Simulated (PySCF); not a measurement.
From one molecule to another.

First species: C₆H₉BGeO.
InChI=1S/C6H9BGeO/c8-9-7-5-3-1-2-4-6-7/h1-6H,8H3

Second species: C₆H₁₁NSi₂.
Structure used (PBE0-D3(BJ)/def2-SVP), in Å, numbered top down from 1:
```
atom  x, y, z in Å
C1    -1.8667   -0.7079   -0.8342
C2    -1.7581    0.2442    0.3554
C3    -1.6367    1.7054   -0.0767
Si4   -0.3243   -0.2282    1.4801
C5    -0.5662   -1.9922    2.0334
N6    -0.7646   -3.0877    2.3586
C7     1.2666   -0.1546    0.5768
C8     2.3028   -0.0806   -0.0710
Si9    3.8658    0.0185   -1.0350
H10   -2.7304   -0.4419   -1.4649
H11   -0.9663   -0.6563   -1.4678
H12   -1.9937   -1.7545   -0.5176
H13   -2.6589    0.1318    0.9879
H14   -0.7271    1.8693   -0.6773
H15   -2.4983    1.9975   -0.6991
H16   -1.5998    2.3944    0.7817
H17   -0.2507    0.6064    2.7104
H18    5.0023   -0.4052   -0.1690
H19    3.7649   -0.8803   -2.2199
H20    4.0688    1.4256   -1.4848
```

Levels: B3LYP/def2-SVPD for dipole moment, HOMO energy, LUMO energy, HOMO–LUMO gap, static isotropic polarisability and electronic spatial extent ⟨r²⟩ about the centre of nuclear charge; TDDFT B3LYP/def2-SVPD for lowest singlet excitation; TDA B3LYP/def2-SVPD for lowest triplet excitation (Tamm–Dancoff); ΔSCF B3LYP/def2-SVPD for vertical ionisation energy; PBE0-D3(BJ)/def2-SVP for rotational constant A and rotational constant C. Geometries: PBE0-D3(BJ)/def2-SVP. Each structure is a single optimised conformer of the isolated species, non-relativistic unless stated. Electronic properties by PySCF.

The conformers computed, where there is a choice (atom-mapped SMILES and torsion angles):
- `[GeH3:1][O:2][B:3]1[CH:4]=[CH:5][CH:6]=[CH:7][CH:8]=[CH:9]1`: Ge1–O2–B3–C4 -2°
- `[CH3:1][CH:2]([CH3:3])[Si@@H:4]([C:5]#[N:6])[C:7]#[C:8][SiH3:9]`: C1–C2–Si4–C5 -57°

```
                                                         property    column X    column Y
                                                    dipole moment      1.23 D      4.11 D
                                                      HOMO energy    -6.49 eV    -8.10 eV
                                                      LUMO energy    -2.05 eV    -1.37 eV
                                                    HOMO–LUMO gap     4.44 eV     6.73 eV
                                        lowest singlet excitation     4.23 eV     5.39 eV
                         lowest triplet excitation (Tamm–Dancoff)     2.57 eV     4.51 eV
                                  static isotropic polarisability    124.1 au    131.0 au
                                       vertical ionisation energy     8.33 eV     9.88 eV
electronic spatial extent ⟨r²⟩ about the centre of nuclear charge  2293 bohr²  2444 bohr²
                                            rotational constant A   3.121 GHz   1.346 GHz
                                            rotational constant C   0.440 GHz   0.477 GHz
```

Problem. Which column belongs to which species?

Solution. Column X is the first species and column Y the second. The first has 18 atoms and 90 electrons, the second 20 and 82.

Problem. How does each property change from the first species to the second?

Solution. dipole moment +2.88 D; HOMO energy -1.61 eV; LUMO energy +0.68 eV; HOMO–LUMO gap +2.29 eV; lowest singlet excitation +1.16 eV; lowest triplet excitation (Tamm–Dancoff) +1.94 eV; static isotropic polarisability +6.9 au; vertical ionisation energy +1.55 eV; electronic spatial extent ⟨r²⟩ about the centre of nuclear charge +151 bohr²; rotational constant A -1.775 GHz; rotational constant C +0.037 GHz.

On the first: The polarisability is 18.39 Å³ as a volume (1 au = 0.148185 Å³), or 1.38 au for each of the 90 electrons. No computed singlet falls in the visible range (750 to 380 nm, 1.65 to 3.26 eV); S1 lies 0.97 eV above its blue end. Relativistic effects, spin–orbit coupling among them, are left out although an element past zinc is present.

On the second: S1 lies 1.34 eV below the HOMO–LUMO gap; its leading configuration is HOMO→LUMO, weight 0.45, beside HOMO→LUMO+1, weight 0.24. The polarisability is 19.41 Å³ as a volume (1 au = 0.148185 Å³), or 1.60 au for each of the 82 electrons.
